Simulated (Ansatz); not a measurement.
Cost and result for the atomization energy of GeH3S3, SMILES `[SH][Ge]([SH])[SH]` radical (7 atoms, 6 bonds).

Total charge 0; spin multiplicity 2. Correlated methods include outer-core shells of Ge, which these sets cover unevenly. Scalar relativity is left out up to krypton. The geometry is a stationary point of PBE0-D4/def2-TZVP. It is one conformer, not always the lowest. Program: Ansatz. Hardware: A = 2 threads of an AMD EPYC 7R13 on a shared host; B = 2 threads of an AMD EPYC 7R13 on a shared host and a share of an NVIDIA H100 80 GB. Times are those of one run each, without the atoms' runs, and a repeat can differ threefold. Electronic energies, without spin–orbit coupling; frozen cores. CCSD(T)/CBS adds CCSD(T) − MP2 in def2-TZVPP to the MP2 limit, and its time is that of the two runs behind it. T1 = 0.015; ⟨S²⟩ of the reference is 0.77. With those shells the extrapolation isn't a true limit. B3LYP takes the VWN-RPA correlation (the form of Gaussian; ORCA's B3LYP/G).

CCSD(T)/CBS is a level of theory with its own doubt, some kJ/mol a heavy atom from the limit and from the frozen cores, so smaller differences don't rank the functionals.

```tsv
level	functions	wall time	atomization (kJ/mol)	difference from CCSD(T)/CBS	per bond
MP2/def2-QZVPP [B]	389	4.9 s	1909.9	-4.5	-0.7
PBE-D4/def2-TZVPP (with forces) [A]	216	6 s	1971.3	56.9	9.5
CCSD(T)/def2-TZVPP [B]	216	7 s	1849.5	-64.9	-10.8
PBE0-D4/def2-TZVPP [A]	216	10 s	1925.6	11.2	1.9
r2SCAN-D4/def2-TZVPP (with forces) [A]	216	12 s	1952.1	37.7	6.3
B2PLYP/def2-TZVPP [A]	216	12 s	1869.2	-45.2	-7.5
B3LYP-D4/def2-TZVPP (with forces) [A]	216	12 s	1906.3	-8.1	-1.4
CCSD(T)/CBS(def2)	–	12 s	1914.4	0.0	0.0
ωB97X-V/def2-TZVPP [A]	216	20 s	1936.9	22.5	3.8
ωB97M-V/def2-TZVPP (with forces) [A]	216	27 s	1929.3	14.9	2.5
```

From PBE to PBE0 (25 % exact exchange), in def2-TZVPP and without D4, the atomization energy moves by −42.4 kJ/mol: exact exchange takes away binding that semilocal exchange gives to molecules. The D4 term adds +39.8 kJ/mol with B3LYP and +20.9 kJ/mol with PBE0; it sums over pairs of atoms, weighted by their polarisabilities, and B3LYP, whose exchange is more repulsive, gets the larger term. In def2-TZVPP, CCSD(T) changes the Hartree–Fock value by +581.8 kJ/mol (the triples alone add +48.4 kJ/mol) and MP2 by +605.0 kJ/mol; breaking electron pairs costs correlation energy, which Hartree–Fock lacks.
